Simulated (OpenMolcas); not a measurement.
A calculation on Pm2+.

```
Program             : OpenMolcas 26.06
Method              : CASSCF
Basis               : ANO-RCC-VTZP [8s7p5d3f2g1h]
Scalar Hamiltonian  : DKH2, point nucleus
Active space        : 5 electrons in 7 orbitals (4f)
State averaging     : 2S+1 = 6 odd, 21 roots; 2S+1 = 4 odd, 224 roots (208 in the spin-orbit step); 2S+1 = 2 odd, 490 roots (385 in the spin-orbit step)
Spin-orbit coupling : RASSI with atomic mean-field integrals over the reference wave functions, term energies averaged over their components
```

Task: Which level of the active space comes out lowest?

Result: 4f5 6H* 5/2, with 97 % of that term.

Task: How high does 4f5 4F* 3/2(1) lie?

Result: 19759 cm-1 above the lowest level.

Task: How high does 4f5 6F* 3/2 lie?

Result: 7330 cm-1 above the lowest level.

Task: How high does 4f5 6F* 9/2 lie?

Result: 9467 cm-1 above the lowest level.

Task: The level at 7771 cm-1 has J = 5/2. What is it made of, and what is its g factor?

Result: 96 % 4f5 6F* 5/2, 2 % 4f5 4F*(1); g = 1.308, against 1.315 from Landé's formula for the pure leading term.

High states are left out of the spin-orbit mixing, which shifts the levels that they would mix with. Without dynamic correlation excited terms often stand tens of per cent too high (terms of higher spin than the ground term too low), and those without a measured partner can miss by more than the paired ones. Only configurations of the active space appear.

A number in round brackets counts repeated terms of one configuration in the order of the reference energies. * marks odd parity.
